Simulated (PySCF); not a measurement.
Ionisation energy of N⁺ by level of theory

N⁺ [He] 2s2 2p2 (3P) → N²⁺ [He] 2s2 2p1 (2P), as a difference of total energies. Calculation: PySCF 2.14, in x2c-TZVPPall; the spin-free X2C one-electron Hamiltonian (Gaussian nucleus). Correlated levels: valence: 1s2 frozen; valence and next inner shell: nothing frozen. The calculations carry no spin-orbit coupling.

```
                                method  ionisation energy (eV)
                                   UHF                  29.203
                                   LDA                  30.045
                                   PBE                  29.894
                                  PBE0                  29.906
                                r2SCAN                  30.132
                                  TPSS                  29.833
                                 M06-L                  29.893
                               r2SCANh                  30.110
                             BHandHLYP                  29.834
                                  ROHF                  29.172
                         MP2 (valence)                  29.611
                     SCS-MP2 (valence)                  29.478
    MP2 (valence and next inner shell)                  29.626
SCS-MP2 (valence and next inner shell)                  29.488
```

**Question.** How much does correlation contribute at MP2 (valence and next inner shell)?

**Answer.** 29.626 − (29.203) = 0.423 eV, measured against UHF.

Errors of the correlated levels include the incompleteness of this basis and the frozen core.

For comparison: 29.601 eV (semi-empirical (NIST evaluation); NIST Atomic Spectra Database, ionization energies).
